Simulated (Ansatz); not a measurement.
`C[Si](C)(C)[SnH3]`. Charge 0, multiplicity 1. Sn takes the def2 core potential. All single points use the PBE0-D4/def2-TZVP geometry.

```xyz
17

C     1.400    0.466   -1.288
Si   -0.070    0.098   -0.181
C    -1.270   -1.038   -1.069
C    -0.932    1.698    0.289
Sn    0.760   -1.066    1.958
H     1.924   -0.450   -1.571
H     1.069    0.962   -2.206
H     2.118    1.124   -0.791
H    -2.134   -1.272   -0.442
H    -0.793   -1.980   -1.349
H    -1.637   -0.562   -1.984
H    -0.255    2.376    0.813
H    -1.295    2.211   -0.608
H    -1.790    1.511    0.939
H     1.566   -2.540    1.622
H     1.863   -0.095    2.839
H    -0.523   -1.443    3.029
```

(1) What is the dipole moment at r2SCAN/def2-TZVPP? (Best estimate.)

(2) And with PBE, B3LYP, ωB97M-V? (Best estimate.)

(3) Give the Mulliken charges with r2SCAN, ωB97M-V, PBE in def2-TZVPP. (Best estimate.)

## Answers

(1) Ansatz gave: 2.01 D, with components (-0.65, 0.91, -1.67) D in this frame, pointing from negative to positive charge.

(2) The calculation gave: PBE 1.99 D, B3LYP 1.99 D, ωB97M-V 1.96 D.

(3) The calculation gave: 
```
atom  r2SCAN  ωB97M-V    PBE
  C1   -0.31    -0.44  -0.37
 Si2    0.27     0.29   0.18
  C3   -0.31    -0.44  -0.37
  C4   -0.31    -0.44  -0.37
 Sn5    0.38     0.25   0.36
  H6    0.08     0.12   0.11
  H7    0.07     0.12   0.10
  H8    0.08     0.12   0.11
  H9    0.08     0.12   0.11
 H10    0.08     0.12   0.11
 H11    0.07     0.12   0.10
 H12    0.08     0.12   0.11
 H13    0.07     0.12   0.10
 H14    0.08     0.12   0.11
 H15   -0.13    -0.10  -0.12
 H16   -0.13    -0.10  -0.12
 H17   -0.13    -0.10  -0.12
```

B3LYP here is the variant with VWN-RPA as its local correlation; programs differ in this.
